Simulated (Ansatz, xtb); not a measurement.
**C8H10: which of two isomers lies lower**

Structure a: `C=C/C=C\C=C/C=C`, a singlet. Structure b: `C=C/C=C\C=C\C=C`, a singlet. Both are isolated molecules in the gas phase, relaxed with PBE0-D3(BJ)/def2-SVP; the shapes shown needn't be the lowest conformers.

a (Å):

```csv
atom,x (Å),y (Å),z (Å)
C,-1.6790,-1.6570,-1.8437
C,-1.0942,-0.8693,-0.9264
C,-0.4087,-1.3745,0.2440
C,0.2024,-0.6423,1.2105
C,0.2903,0.7961,1.2627
C,0.9001,1.5283,2.2299
C,1.5837,1.0231,3.4014
C,2.1657,1.8107,4.3205
H,-1.6643,-2.7472,-1.7471
H,-2.1880,-1.2394,-2.7152
H,-1.1352,0.2159,-1.0662
H,-0.3890,-2.4650,0.3475
H,0.6720,-1.1991,2.0263
H,-0.1783,1.3528,0.4462
H,0.8807,2.6188,2.1263
H,1.6253,-0.0622,3.5407
H,2.1502,2.9010,4.2245
H,2.6730,1.3931,5.1929
```

b (Å):

```yaml
atoms:
  - { symbol: C, position_ang: [-0.9285, -0.2907, -3.7170] }
  - { symbol: C, position_ang: [-0.3674, -0.2389, -2.4977] }
  - { symbol: C, position_ang: [-1.0879, -0.5002, -1.2703] }
  - { symbol: C, position_ang: [-0.5832, -0.4658, -0.0106] }
  - { symbol: C, position_ang: [0.7725, -0.1628, 0.3692] }
  - { symbol: C, position_ang: [1.2062, -0.1490, 1.6523] }
  - { symbol: C, position_ang: [2.5627, 0.1524, 2.0484] }
  - { symbol: C, position_ang: [2.9978, 0.1661, 3.3191] }
  - { symbol: H, position_ang: [-0.3519, -0.0870, -4.6219] }
  - { symbol: H, position_ang: [-1.9870, -0.5392, -3.8438] }
  - { symbol: H, position_ang: [0.6952, 0.0147, -2.4216] }
  - { symbol: H, position_ang: [-2.1483, -0.7500, -1.3852] }
  - { symbol: H, position_ang: [-1.2684, -0.6904, 0.8142] }
  - { symbol: H, position_ang: [1.4948, 0.0695, -0.4210] }
  - { symbol: H, position_ang: [0.4933, -0.3798, 2.4538] }
  - { symbol: H, position_ang: [3.2673, 0.3824, 1.2399] }
  - { symbol: H, position_ang: [2.3236, -0.0579, 4.1516] }
  - { symbol: H, position_ang: [4.0354, 0.4007, 3.5664] }
```

Q: Estimate which is lower in electronic energy at CCSD(T)/def2-SVP + ΔMP2/def2-TZVPP, and by roughly how much.

A: CCSD(T)/def2-SVP + ΔMP2/def2-TZVPP gives E(b) − E(a) = −1.56 kcal/mol, slightly favouring structure b, which is too small a margin to settle the true order.

How the difference moves with the method:

```tsv
level	geometry	E(b) − E(a) (kcal/mol)	departure from the last row (kcal/mol)	job, with rough time for the two
GFN2-xTB	GFN2-xTB	−1.87	−0.31	optimisation, 0.12 s
HF/STO-3G	GFN2-xTB	−1.95	−0.39	single point, 0.52 s
r2SCAN-D4/def2-SVP	GFN2-xTB	−1.83	−0.28	single point, 7.2 s
PBE0-D3(BJ)/def2-SVP	PBE0-D3(BJ)/def2-SVP	−1.66	−0.10	optimisation, 47 s
HF/def2-SVP	PBE0-D3(BJ)/def2-SVP	−2.09	−0.53	part of the CCSD(T) run
MP2/def2-SVP	PBE0-D3(BJ)/def2-SVP	−1.81	−0.26	part of the CCSD(T) run
CCSD(T)/def2-SVP	PBE0-D3(BJ)/def2-SVP	−1.75	−0.19	single point
CCSD(T)/def2-SVP + ΔMP2/def2-TZVPP	PBE0-D3(BJ)/def2-SVP	−1.56		single point, 3.9 min
```

As drawn, both hold the same kinds of bond in the same numbers.

The largest departure from CCSD(T)/def2-SVP + ΔMP2/def2-TZVPP is that of HF/def2-SVP, 0.53 kcal/mol. The last row adds to CCSD(T) the change of the MP2 difference between the two basis sets, here +0.19 kcal/mol.

With thermal terms from frequencies at re-optimised GFN2-xTB minima (ideal gas, soft modes damped towards free rotors, one conformer each, 298.15 K, 1 atm): on the last row, ΔE + ΔZPE = −1.66, ΔH = −1.65, ΔG = −2.18 kcal/mol.

The correlated steps freeze 8 core orbitals. Programs: Ansatz 0.2.0, xtb 6.7.1; the last row on 2 threads of Arm Neoverse V2 on a shared host.
